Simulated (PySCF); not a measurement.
Species: 3-butene-1,1,1-tricarbonitrile, C7H5N3.
Structure used (PBE0-D3(BJ)/def2-SVP), in Å, numbered top down from 1:
```xyz
15
C7H5N3 angstrom
C      2.4035    0.4235   -0.3984
C      1.3616    0.0694   -1.1499
C      0.3763   -0.9806   -0.7533
C     -1.0417   -0.3849   -0.4385
C     -0.9497    0.5520    0.6967
N     -0.8375    1.2669    1.5970
C     -1.9607   -1.4833   -0.0876
N     -2.6378   -2.3797    0.1814
C     -1.5649    0.3249   -1.6213
N     -1.9337    0.8656   -2.5731
H      3.1029    1.1968   -0.7252
H      2.5974   -0.0466    0.5711
H      1.1869    0.5637   -2.1126
H      0.2285   -1.7191   -1.5574
H      0.7019   -1.5192    0.1486
```

The calculation used TDDFT wB97X-D/def2-SVPD, vertical, gas phase, core orbitals frozen in the response (PySCF 2.14.0, density-fitted response routines).

Transition dipole moments from the ground state, in atomic units and in the frame of the coordinates above (overall signs are arbitrary), for the states with f of 0.002 or more among the lowest 6:

```
state  E (eV)      μx      μy      μz
   S1   7.118  -1.010  -0.273  -0.241
   S2   7.260   0.436   0.081   0.112
   S3   7.352  -0.148  -0.020   0.043
   S4   7.484   0.268   0.020   0.123
   S5   7.553  -0.449  -0.124  -0.145
   S6   7.683  -0.835  -0.245  -0.228
```

Task: What oscillator strength does each state have?

Result: f = (2/3) ΔE |μ|² with ΔE in hartree (27.2114 eV).

| state | \|μ\|² (au) | \|μ\| (D) | f |
| --- | --- | --- | --- |
| S1 | 1.152 | 2.73 | 0.201 |
| S2 | 0.209 | 1.16 | 0.037 |
| S3 | 0.024 | 0.40 | 0.004 |
| S4 | 0.088 | 0.75 | 0.016 |
| S5 | 0.239 | 1.24 | 0.044 |
| S6 | 0.809 | 2.29 | 0.152 |

Task: Which bond between heavy atoms lies closest to the direction of the S1 transition dipole?

Result: C1–C2, at 22° from it; next C2–C3 at 42°.

Task: What angle do the transition dipoles of S4 and S5 make?

Result: |cos θ| = |μa·μb| / (|μa| |μb|) = 0.98, so θ ≈ 13° (taken between 0 and 90°, since the signs are arbitrary).

Task: What peak molar absorption coefficient would the strongest computed level give as a lone Gaussian band 0.4 eV wide at half height?

Result: ε(max) = 2.175×10⁸ f / FWHM, with the width in cm⁻¹. S1: 2.175×10⁸ × 0.2009 / 3226 ≈ 14000 L mol⁻¹ cm⁻¹.

On Intel Xeon Platinum 8259CL at 2.50 GHz, one thread, no GPU, shared host, this took 83 s and 1.1 GiB of memory at its peak.

One conformer stands for the species.
